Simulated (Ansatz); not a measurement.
Geometry optimisation, RKS PBE0/def2-SVP (Ansatz 0.2.0).

Input:

```yaml
crystal:
  periodic: [false, false, false]
  atoms:
    - { symbol: C, position_ang: [-0.6755, 0.9518, 0.0604] }
    - { symbol: "N", position_ang: [0.1867, 0.3309, 0.6609] }
    - { symbol: B, position_ang: [0.7437, -0.9459, 0.0981] }
    - { symbol: F, position_ang: [0.3979, -1.4792, -1.1538] }
    - { symbol: H, position_ang: [-1.125, 0.6601, -0.9238] }
    - { symbol: H, position_ang: [0.21013, 1.01664, 1.44244] }
    - { symbol: H, position_ang: [1.6421, -1.5115, 0.7245] }
basis:
  gaussian: { orbitals: def2-SVP }
hamiltonian:
  xc: pbe0
relax:
  f_tol: 0.02
  max_steps: 50
```

Launched with:

```bash
$ ansatz run input.yaml --threads 1 --pin off --max-ram 2048MiB --backend cpu --events-out ev --progress --plain --runs-dir out
```

Problem. Where does it end, and by what steps?

Solution. The run converged. After 9 steps the energy has fallen by 1.861 eV; H6 moved furthest, 0.39 Å.

| step | energy less start (eV) | largest force component (eV/Å) | accepted |
| --- | --- | --- | --- |
| 0 | 0.0000 | 7.695 | yes |
| 1 | -1.2730 | 2.280 | yes |
| 2 | -1.5665 | 2.372 | yes |
| 3 | -1.7718 | 1.022 | yes |
| 4 | -1.8319 | 0.445 | yes |
| 5 | -1.8541 | 0.379 | yes |
| 6 | -1.8600 | 0.125 | yes |
| 7 | -1.8605 | 0.047 | yes |
| 8 | -1.8606 | 0.025 | yes |
| 9 | -1.8606 | 0.004 | yes |

```xyz
7
Properties=species:S:1:pos:R:3
C -0.835 1.082 -0.017
N 0.117 0.353 0.578
B 0.745 -0.870 0.113
F 0.369 -1.377 -1.040
H -1.055 0.542 -0.970
H 0.442 0.709 1.478
H 1.597 -1.417 0.767
```

Run time: 19 s on 1 thread of Intel(R) Xeon(R) Platinum 8488C (Sapphire Rapids) (shared host), peak memory 0.18 GiB.
